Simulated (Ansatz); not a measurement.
Basis-set extrapolation for `CC(C)BN` (PBE0-D4/def2-TZVP geometry, frozen core, Ansatz). Multiplicity 1, RHF reference.

```
                      def2-TZVPP   def2-QZVPP
                 HF  -198.685499  -198.695175
    MP2 correlation    -0.850480    -0.904905
CCSD(T) correlation    -0.938299      not run
```

Energies in hartree. Use E(X) = E(∞) + A·exp(−7.88·√X) for Hartree–Fock and E(X) = E(∞) + B·X^(−2.97) for correlation, with X = 3 and 4, and add CCSD(T) minus MP2 of the smaller set to the MP2 limit.

Problem. What is the CCSD(T) energy at the basis-set limit?

Solution. HF limit: -198.695175 + (-0.009676) × 0.13774 = -198.69651. MP2 limit: -0.904905 + (-0.054425) × 0.74074 = -0.94522. Higher-order term: -0.938299 − (-0.850480) = -0.08782. Total: -199.72955 hartree, 2.88 eV below CCSD(T)/def2-TZVPP.
